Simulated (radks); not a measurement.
Q: The mean radii <r> (bohr) of the occupied orbitals of an atom or ion are listed with their occupations. All-electron calculation, Dirac Kohn-Sham, BLYP, spin-unpolarised, spherical densities, finite nucleus; Fermi nuclear charge, rms radius of each element as measured or else 0.836 A^(1/3) + 0.57 fm. Program: a radial shooting solver on a logarithmic mesh with Libxc functionals.

orbital  occ.      <r>
1s1/2       2  0.02507
2s1/2       2   0.1070
2p1/2       2  0.08990
2p3/2       4  0.09600
3s1/2       2   0.2849
3p1/2       2   0.2747
3p3/2       4   0.2867
3d3/2       4   0.2577
3d5/2       6   0.2615
4s1/2       2   0.6541
4p1/2       2   0.6745
4p3/2       4   0.7015
4d3/2       4   0.7618
4d5/2       6   0.7714
5s1/2       2    1.540
5p1/2       2    1.711
5p3/2       4    1.782

Name the element and its charge. Open shells, if any, fill j = l - 1/2 first.

A: Z = 57, lanthanum, charge +3: La3+ in [Xe]. The 1s radius gives Z: for a bare nucleus <r> = (2 gamma + 1)/(2Z) with gamma = sqrt(1 - (Z/c)^2), 0.02473 bohr for Z = 57, and screening makes it slightly larger (0.02507 here). The occupations add up to 54, and the charge is Z minus that.
